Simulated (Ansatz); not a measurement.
This geometry of C₃H₁₁FSi₂ (17 atoms, charge 0, multiplicity 1) is a first-order saddle point.

Method: RKS r2SCAN/6-31G* (Ansatz 0.2.0).

```xyz
17
Properties=species:S:1:pos:R:3
C -1.541 -0.336 -0.326
C -0.066 -0.078 0.062
C 0.320 -0.963 1.270
Si 1.050 -0.504 -1.408
Si 0.170 1.745 0.502
F -1.238 2.525 0.320
H -1.689 -1.393 -0.591
H -2.217 -0.111 0.511
H -1.865 0.274 -1.178
H -0.318 -0.745 2.138
H 1.362 -0.815 1.585
H 0.194 -2.029 1.031
H 0.900 -1.950 -1.750
H 2.481 -0.244 -1.077
H 0.687 0.310 -2.603
H 0.585 1.886 1.927
H 1.165 2.426 -0.374
```

(1) Which two structures does it join? (They come from a converged band through this point; their orientation in space is the band's.)

(2) How far does it lie above each of them?

Answers

(1) No bond is made or broken. The dihedral C1–C2–Si5–H17 goes from 171 to -56°.

First end point:

```xyz
17
Properties=species:S:1:pos:R:3
C -1.568 -0.363 -0.196
C -0.071 -0.077 0.056
C 0.451 -0.958 1.216
Si 0.922 -0.441 -1.517
Si 0.164 1.713 0.558
F -0.122 2.684 -0.706
H -1.728 -1.411 -0.491
H -2.158 -0.188 0.715
H -1.982 0.273 -0.989
H -0.090 -0.746 2.151
H 1.522 -0.807 1.408
H 0.300 -2.023 0.993
H 0.930 -1.915 -1.756
H 2.333 0.020 -1.363
H 0.323 0.230 -2.702
H -0.804 2.058 1.638
H 1.559 1.951 1.025
```

Last end point:

```xyz
17
Properties=species:S:1:pos:R:3
C -1.539 -0.336 -0.330
C -0.062 -0.068 0.046
C 0.337 -0.935 1.264
Si 1.051 -0.501 -1.423
Si 0.142 1.740 0.487
F -0.773 2.057 1.786
H -1.697 -1.396 -0.577
H -2.205 -0.093 0.510
H -1.861 0.261 -1.193
H -0.307 -0.711 2.126
H 1.377 -0.766 1.572
H 0.224 -2.006 1.041
H 0.839 -1.934 -1.784
H 2.490 -0.306 -1.084
H 0.727 0.339 -2.612
H 1.558 2.044 0.837
H -0.321 2.612 -0.627
```

(2) 0.064 eV above the first and 0.064 eV above the second. This is the barrier of this one path; another mechanism may lie lower.

Time of the run: 5.2 min on 2 threads of Arm Neoverse V1 (shared host), peak memory 0.21 GiB.
